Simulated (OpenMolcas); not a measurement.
Lines of Zr: computed and rescaled rates

```json
{"Program": "OpenMolcas 26.06", "Method": "SS-CASPT2, IPEA 0.25 Eh, imaginary shift 0.1 Eh (closed shells correlated: 4s 4p 5s)", "Basis": "ANO-RCC-VTZP [7s6p4d2f1g]", "Scalar Hamiltonian": "DKH2, point nucleus", "Active space": "2 electrons in 5 orbitals (4d)", "State averaging": "2S+1 = 3 even, 10 roots; 2S+1 = 1 even, 15 roots", "Spin-orbit coupling": "RASSI with atomic mean-field integrals over the reference wave functions, term energies averaged over their components"}
```

Rates come from the transition moments of the reference wave functions (E1 and E2 in the length form). At fixed line strength A goes as λ^-3 for E1 and M1 and as λ^-5 for E2, so a rate at the computed wavelength can be rescaled to the measured one. Measured vacuum wavelengths follow from level energies in NIST Handbook of Basic Atomic Spectroscopic Data. Branching counts decays inside the model space alone, at computed energies, and the table is only a selection of the E2 and M1 lines, drawn from those between levels with measured partners whose computed energy lies within a factor of 1.5 of the measured one.

```
      Upper        Lower  Type  λ computed (nm)  λ measured (nm)  A computed (s-1)  A rescaled (s-1)  Branching %
4d2 5s2 1S0  4d2 5s2 3P1    M1            804.6             1141          5.03e-01                           12.1
4d2 5s2 1S0  4d2 5s2 3P2    E2            835.2             1117          4.99e-02                            1.2
4d2 5s2 1G4  4d2 5s2 3F4    M1             1175             1467          3.71e-02                           55.1
4d2 5s2 1D2  4d2 5s2 3F3    M1             2414             2207          3.46e-02                           56.4
4d2 5s2 1G4  4d2 5s2 3F3    M1             1084             1336          2.84e-02                           42.2
4d2 5s2 1D2  4d2 5s2 3F2    M1             2103             1960          2.67e-02                           43.5
4d2 5s2 3F4  4d2 5s2 3F3    M1            13980            14920          7.43e-03          6.11e-03        100.0
4d2 5s2 3F3  4d2 5s2 3F2    M1            16310            17530          5.87e-03          4.73e-03        100.0
4d2 5s2 1G4  4d2 5s2 3F2    E2             1016             1241          5.01e-04                            0.7
4d2 5s2 3P1  4d2 5s2 3P0    M1            41000            55730          2.61e-04          1.04e-04          0.6
```

Spin-changing lines and M1 lines between different terms are not rescaled, since their strength hangs on the term gaps too.

The largest correction is for 4d2 5s2 3P1 → 4d2 5s2 3P0 (M1): 2.61e-04 × (41000 / 55730)^3 = 1.04e-04 s-1, a factor of 0.40.

The computed rate and branching of 4d2 5s2 3F3 → 4d2 5s2 3F2 give the upper level a radiative lifetime of 1.000 / 5.87e-03 s-1 = 1.70e+02 s, counting decays inside the model space alone. The rescaled rate gives about 2.1e+02 s.

The computed order of these levels differs from the measured one in 2 places, and where term gaps are wrong the rates of spin-changing lines can be off by large factors.

No measured rate stands beside these. Rescaling mends the energy factor alone: line strengths can still be far off where a level mixes with configurations outside the active space, and weak or spin-changing lines hang on small mixing coefficients that depend on the term gaps too, so rescaling need not improve them.

CASPT2 does not keep the components of a term degenerate, so their means are used; among the terms shown or strongly mixed into the levels shown the widest spread is 760 cm-1 (4d2 5s2 1G). With the s shell closed, the reference lacks s² → p², s² → d² and s → d mixing, so excited terms can stand far too high and out of order, with CASPT2 too. Some terms miss by over 15 % even with CASPT2, which points to a basis or an active space too small for the shells correlated. Computed and measured levels are paired by configuration, term and J; levels that our copy of the source lacks, or whose pairing is in doubt (as where it misses far off the trend of its configuration), stay unpaired. Only configurations of the active space appear.
